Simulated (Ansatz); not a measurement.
Consider the formal exchange of groups at the Se–C bond: `FC([SiH3])[SeH]` + `[OH][SnH3]` → `[OH][SnH2][SeH]` + `FC[SiH3]`.

Isolated molecules relaxed with PBE0-D4/def2-TZVP in Ansatz; ΔE leaves out vibrations. CBS: MP2 limit from def2 TZ/QZ plus the TZ coupled-cluster correction, frozen cores. Functionals use def2-TZVPP. B3LYP here is the variant with VWN-RPA as its local correlation; programs differ in this. Elements past krypton have def2 core potentials. For Se, Sn outer-core shells are correlated without core-valence functions, which leaves a few kJ/mol of doubt a bond. Scalar relativity is left out up to krypton. One conformer a species, not always the lowest.

`FC([SiH3])[SeH]`:

```xyz
9

F     1.490   -0.205    1.248
C     0.262   -0.538    0.702
Si    0.144    0.068   -1.092
Se   -1.214    0.133    1.774
H     0.152   -1.626    0.765
H    -1.072   -0.522   -1.704
H     1.351   -0.359   -1.845
H     0.053    1.549   -1.082
H    -1.165    1.500    1.235
```

`[OH][SnH3]`:

Cartesian coordinates in Å:
```
O -0.672 -0.340 1.299
Sn 0.183 0.282 -0.363
H -0.690 -1.296 1.380
H -0.691 -0.347 -1.690
H 1.800 -0.273 -0.382
H 0.070 1.973 -0.244
```

`[OH][SnH2][SeH]`:

Cartesian coordinates in Å:
```
O -1.602 0.246 0.670
Sn 0.120 -0.609 0.270
Se 1.623 1.076 -0.862
H -1.500 1.138 1.010
H 0.903 -1.048 1.720
H -0.317 -1.897 -0.748
H 0.772 1.094 -2.059
```

`FC[SiH3]`:

```xyz
8

F     0.700    0.361    1.768
C    -0.359    0.165    0.889
Si    0.287   -0.161   -0.863
H    -0.996    1.056    0.916
H    -0.954   -0.679    1.254
H    -0.889   -0.363   -1.752
H     1.134   -1.380   -0.873
H     1.077    1.002   -1.338
```

```csv
level,ΔE (kJ/mol),difference from CCSD(T)/CBS
PBE-D4,-116.2,9.3
r2SCAN-D4,-121.3,4.2
PBE0-D4,-122.0,3.5
B3LYP-D4,-122.1,3.4
ωB97X-V,-119.1,6.4
ωB97M-V,-119.4,6.1
B2PLYP,-123.8,1.7
PBE,-118.6,6.9
r2SCAN,-121.8,3.7
PBE0,-123.9,1.6
B3LYP,-126.1,-0.6
HF/def2-TZVPP,-138.7,-13.2
MP2/def2-TZVPP,-119.6,5.9
SCS-MP2/def2-TZVPP,-119.3,6.2
CCSD/def2-TZVPP,-119.0,6.5
CCSD(T)/def2-TZVPP,-116.0,9.5
HF/def2-QZVPP,-139.2,-13.7
MP2/def2-QZVPP,-125.2,0.3
SCS-MP2/def2-QZVPP,-124.5,1.0
HF/CBS(def2),-139.2,-13.7
MP2/CBS(def2),-129.1,-3.6
CCSD/CBS(def2),-128.5,-3.0
CCSD(T)/CBS,-125.5,0
```

Largest T1 diagnostic among the species: 0.014.

From PBE to PBE0 (25 % exact exchange), in def2-TZVPP and without D4, ΔE moves by −5.4 kJ/mol. The D4 term adds +4.0 kJ/mol with B3LYP and +1.9 kJ/mol with PBE0; it sums over pairs of atoms, weighted by their polarisabilities, and B3LYP, whose exchange is more repulsive, gets the larger term.
